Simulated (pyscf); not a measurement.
# H₃C–Cd–SH (SMILES [CH3][Cd][SH]), singlet

Gas-phase minimum from PySCF at ωB97X-D3(BJ)/def2-SVP, one conformer. 

```
Cd
C 1 2.1021
H 2 1.1008 1 110.74
H 2 1.1008 3 108.38 1 -121.65
H 2 1.1011 3 108.19 4 -117.07
S 1 2.3456 5 158.00 2 -179.91
H 6 1.3484 1 94.16 5 -3.20
```
Charge 0, spin multiplicity 1.

Properties at ωB97X-D3(BJ)/def2-SVP:

| Property | Result |
|---|---|
| Harmonic wavenumbers, unscaled | 24, 109, 109, 358, 538, 609, 701, 705, 1210, 1446, 1446, 2749, 3072, 3177, 3180 cm⁻¹ |
| Zero-point energy | 27.8 kcal/mol |
| Rotational symmetry number | 1 |
| Entropy of this conformer at 298 K and 1 atm, rigid rotor and harmonic oscillator, modes under 100 cm⁻¹ raised to 100 | 326.7 J/(mol K) |
| Dipole moment | 2.13 D |

Single-point totals, which compare only within one level (frozen core for MP2 and CC):

| level | total energy (hartree) |
|---|---|
| ωB97X-D3(BJ)/def2-TZVP | -606.61772 |
| PBE/def2-TZVP | -606.29386 |
| r²SCAN/def2-TZVP | -606.52542 |
| B3LYP-D3(BJ)/def2-TZVP | -606.61011 |
| PBE0-D3(BJ)/def2-TZVP | -606.32822 |
| M06-2X/def2-TZVP | -606.40069 |
| ωB97M-D3(BJ)/def2-TZVP | -606.59196 |
| HF/def2-TZVPP | -604.63911 |
| MP2/def2-TZVPP | -605.72431 |
| CCSD/def2-TZVPP | -605.72077 |
| CCSD(T)/def2-TZVPP | -605.75813 |

The lowest mode is so soft that the shape along it may change with the basis. Soft torsions are taken as harmonic, which can shift the entropy by several J/(mol K). The CCSD(T) − MP2 part came from Ansatz, without density fitting, on the same reference. The frozen core leaves the outer d or s,p core shells of the metals and heavy elements correlated in the MP2 and CC values, and def2-TZVPP describes them poorly, so these totals are far from the basis limit. Elements past Kr carry the def2 core potentials, without spin-orbit coupling.
